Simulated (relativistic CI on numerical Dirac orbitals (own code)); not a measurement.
# Slater and spin-orbit integrals, Zr XXXVI

Computed by Dirac-Coulomb-Breit CI, orbitals from a KLI potential per configuration, a model potential for QED, unscaled Slater integrals (own radial code, finite nucleus).

Slater integrals F^k, G^k are unscaled and averaged over j, outside the closed core 1s2; ζ comes from projecting the Hamiltonian with its Breit term on Σ l·s of the shell.

- 2s²2p: ζ(2p) = 526720 cm⁻¹; <r>(2p) = 0.1307, <r^2>(2p) = 0.02065 (bohr units).
- 2s2p²: F^2(2p,2p) = 729400, G^1(2s,2p) = 768160, ζ(2p) = 523530 cm⁻¹; <r>(2s) = 0.1524, <r^2>(2s) = 0.02726, <r>(2p) = 0.1309, <r^2>(2p) = 0.0207 (bohr units).
- 2p³: F^2(2p,2p) = 727750, ζ(2p) = 520420 cm⁻¹; <r>(2p) = 0.1312, <r^2>(2p) = 0.02079 (bohr units).

Averages of the first 10 configurations, taken without configuration mixing, which lowers the lowest level and can move excited configurations by several eV; other configurations of the list can lie among them:

```
Configuration  Parity  States  Average energy above the lowest level (eV)
        2s²2p     odd       6                                        70.3
        2s2p²    even      30                                       240.4
          2p³     odd      20                                       441.8
        2p²3s    even      30                                      2994.9
        2p²3p     odd      90                                      3047.7
        2p²3d    even     150                                      3092.4
        2s²3s    even       2                                      2666.0
        2s²3p     odd       6                                      2723.6
        2s²3d    even      10                                      2768.4
       2s2p3s     odd      24                                      2814.6
```
